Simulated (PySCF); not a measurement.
Isomers of C3H8O2Si2, one GFN2-xTB conformer each. Single-point energies are computed at PBE0/pcSseg-1 (PySCF, gas phase, no added dispersion term), electronic only.

```csv
SMILES,GFN2-xTB relative energy (kJ/mol)
COC1=CO[SiH2][SiH2]1,86.1
O=CO/C([SiH3])=C/[SiH3],181.3
CO[Si@@H](O)C#C[SiH3],44.7
O=C(/C=C\[SiH3])O[SiH3],0.0
```

Conformers: `[CH3:1][O:2][C:3]1=[CH:4][O:5][SiH2:6][SiH2:7]1` with C1–O2–C3–C4 0°; `[O:1]=[CH:2][O:3]/[C:4]([SiH3:5])=[CH:6]/[SiH3:7]` with O1–C2–O3–C4 0°, C2–O3–C4–Si5 -3°; `[CH3:1][O:2][Si@@H:3]([OH:4])[C:5]#[C:6][SiH3:7]` with C1–O2–Si3–O4 -177°, O2–Si3–O4–H 32°; `[O:1]=[C:2](/[CH:3]=[CH:4]\[SiH3:5])[O:6][SiH3:7]` with O1–C2–C3–C4 0°, O1–C2–O6–Si7 0°.

Q: What does PBE0/pcSseg-1 give for the same structures?

A: 
```
                 SMILES  PBE0/pcSseg-1 E (Eh)  PBE0/pcSseg-1 (kJ/mol)  GFN2-xTB (kJ/mol)  point group
  CO[Si@@H](O)C#C[SiH3]            -847.98740                     0.0               44.7           C1
O=C(/C=C\[SiH3])O[SiH3]            -847.97929                    21.3                0.0           Cs
   COC1=CO[SiH2][SiH2]1            -847.94595                   108.8               86.1           Cs
O=CO/C([SiH3])=C/[SiH3]            -847.92996                   150.8              181.3      near Cs
```

GFN2-xTB puts O=C(/C=C\[SiH3])O[SiH3] lowest instead; measured from each level's own lowest isomer, the values differ by up to 44.7 kJ/mol (CO[Si@@H](O)C#C[SiH3]: 44.7 against 0.0). As drawn, the lowest has a C≡C bond, an O–H bond and an Si–O bond, which the highest lacks; the highest has a C=O bond, a C(=O)–O unit and a C=C bond outside aromatic rings, which the lowest lacks.

Q: Which frontier levels, dipoles and rotational constants go with these structures?

A: 
| SMILES | HOMO (eV, PBE0/pcSseg-1) | LUMO (eV) | dipole (D) | A, B, C (MHz) |
| --- | --- | --- | --- | --- |
| CO[Si@@H](O)C#C[SiH3] | -8.20 | -0.62 | 2.01 | 3007, 732.7, 615.9 |
| O=C(/C=C\[SiH3])O[SiH3] | -8.24 | -1.95 | 2.11 | 4874, 927.0, 793.8 |
| COC1=CO[SiH2][SiH2]1 | -6.03 | -0.28 | 0.38 | 3558, 1251, 951.1 |
| O=CO/C([SiH3])=C/[SiH3] | -7.72 | -1.28 | 1.79 | 3669, 1013, 809.3 |
